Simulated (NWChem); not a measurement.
System: CH$_{5}$CuO; SMILES [CH3][Cu]<-[OH2]

```xyz
8

Cu    -0.0003    -0.1189    -0.0092
C      0.0000    -2.0118     0.0074
H      0.8528    -2.4143    -0.5668
H     -0.9237    -2.4140    -0.4441
H      0.0708    -2.4117     1.0338
O     -0.0006     1.8738     0.0014
H      0.7696     2.2384     0.4565
H     -0.7695     2.2383     0.4588
```
Atoms are numbered in this order, from 1.

All runs use the structure optimised with PBE0/def2-SVP.

Question: Give the principal values of the shielding tensors (ppm) of Cu1, C2, O6 from KT2/pcSseg-1, GIAO (NWChem), with their diamagnetic and paramagnetic parts as GIAO splits them.

Answer: 
```csv
atom,σ11,σ22,σ33,isotropic,diamagnetic,paramagnetic
Cu1,-244.2,-144.6,2379.2,663.5,2406.2,-1742.7
C2,200.0,203.0,203.5,202.2,247.8,-45.7
O6,303.3,323.2,371.3,332.6,383.2,-50.6
```
